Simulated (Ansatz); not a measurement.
Cost and result for the atomization energy of C$_{3}$H$_{3}$F$_{3}$O, SMILES `FC(F)[C@H]1O[C@@H]1F` (10 atoms, 10 bonds).

```xyz
10

F    -1.260    1.759   -0.354
C    -1.190    0.425   -0.128
F    -1.310   -0.209   -1.316
C     0.134    0.117    0.512
O     0.432   -1.270    0.687
C     1.209   -0.550   -0.200
F     2.476   -0.328    0.193
H    -2.040    0.133    0.499
H     0.391    0.754    1.355
H     1.159   -0.832   -1.247
```

The species carries charge 0 and has multiplicity 1. The geometry is a stationary point of PBE0-D4/def2-TZVP. It is one conformer, not always the lowest. Program: Ansatz. All runs use 4 threads of an Intel Xeon 6975P-C on a shared host. Times are those of one run each, without the atoms' runs, and a repeat can differ threefold. Electronic energies, without spin–orbit coupling; frozen cores. CCSD(T)/CBS adds CCSD(T) − MP2 in def2-TZVPP to the MP2 limit, and its time is that of the two runs behind it. T1 = 0.012. B3LYP takes the VWN-RPA correlation (the form of Gaussian; ORCA's B3LYP/G).

CCSD(T)/CBS is a level of theory with its own doubt, some kJ/mol a heavy atom from the limit and from the frozen cores, so smaller differences don't rank the functionals.

```
                             level  functions  wall time  atomization (kJ/mol)  difference from CCSD(T)/CBS  per bond
   PBE-D4/def2-TZVPP (with forces)        259      1.7 s                4316.4                        206.1      20.6
                PBE0-D4/def2-TZVPP        259      2.2 s                4159.3                         49.0       4.9
r2SCAN-D4/def2-TZVPP (with forces)        259      2.9 s                4150.3                         40.0       4.0
 B3LYP-D4/def2-TZVPP (with forces)        259      3.3 s                4093.4                        -16.9      -1.7
                 B2PLYP/def2-TZVPP        259      3.8 s                4068.3                        -42.0      -4.2
                ωB97X-V/def2-TZVPP        259      4.2 s                4139.1                         28.8       2.9
  ωB97M-V/def2-TZVPP (with forces)        259        7 s                4136.6                         26.3       2.6
                    MP2/def2-QZVPP        489       17 s                4229.6                        119.3      11.9
                CCSD(T)/def2-TZVPP        259       76 s                3994.6                       -115.7     -11.6
                 CCSD(T)/CBS(def2)          –       92 s                4110.3                          0.0       0.0
```

From PBE to PBE0 (25 % exact exchange), in def2-TZVPP and without D4, the atomization energy moves by −154.2 kJ/mol: exact exchange takes away binding that semilocal exchange gives to molecules. The D4 term adds +27.1 kJ/mol with B3LYP and +14.1 kJ/mol with PBE0; it sums over pairs of atoms, weighted by their polarisabilities, and B3LYP, whose exchange is more repulsive, gets the larger term. In def2-TZVPP, CCSD(T) changes the Hartree–Fock value by +1205.1 kJ/mol (the triples alone add +89.3 kJ/mol) and MP2 by +1371.9 kJ/mol; breaking electron pairs costs correlation energy, which Hartree–Fock lacks.
